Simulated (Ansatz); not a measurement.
B5Cl3, relaxed as a singlet with RKS B3LYP-D4/def2-SVP in Ansatz, starting from the GFN1-xTB geometry. Force threshold 0.02 eV/Å.

The structure comes from a short search, and lower isomers may exist.

Start:

Cartesian coordinates in Å:
```
B 1.209 0.395 -0.056
B -0.332 1.231 0.038
B -1.203 -0.053 0.061
B -0.861 -1.600 0.016
B 0.619 -1.040 -0.052
Cl 2.738 1.232 -0.115
Cl -1.697 -3.132 0.031
Cl -0.473 2.967 0.078
```

```
         step  energy (eV)  largest force component (eV/Å)  SCF passes
            1  -40936.4280                           1.577          17
            2  -40936.5864                           0.488          22
            3  -40936.6047                           0.236          23
            4  -40936.6103                           0.243          23
            5  -40936.6186                           0.263          24
            6  -40936.7070                           1.437          27
            7  -40936.8698                           2.668          28
            8  -40937.0323                           2.111          28
            9  -40937.1804                           0.692          25
10 (rejected)  -40937.1648                           1.000          26
           11  -40937.2053                           0.112          23
           12  -40937.2110                           0.284          24
           13  -40937.2132                           0.161          23
           14  -40937.2139                           0.099          24
           15  -40937.2146                           0.049          23
           16  -40937.2147                           0.020          25
17 (rejected)  -40937.2145                           0.089          24
           18  -40937.2148                           0.003          16
```

Force components are those of the run's own axes.

End:

```xyz
8

B     1.162    0.252   -0.041
B    -0.547    1.392    0.039
B    -0.507   -0.128    0.018
B    -0.715   -1.814    0.004
B     0.749   -1.284   -0.045
Cl    2.508    1.372   -0.078
Cl   -2.072   -2.873    0.042
Cl   -0.580    3.083    0.062
```

Bonds formed: B1–B3 (atoms count from 1).

No frequencies were taken in this run, so the end may be a saddle point.

Run time 31 s (4 threads of Arm Neoverse V1 on a shared host).
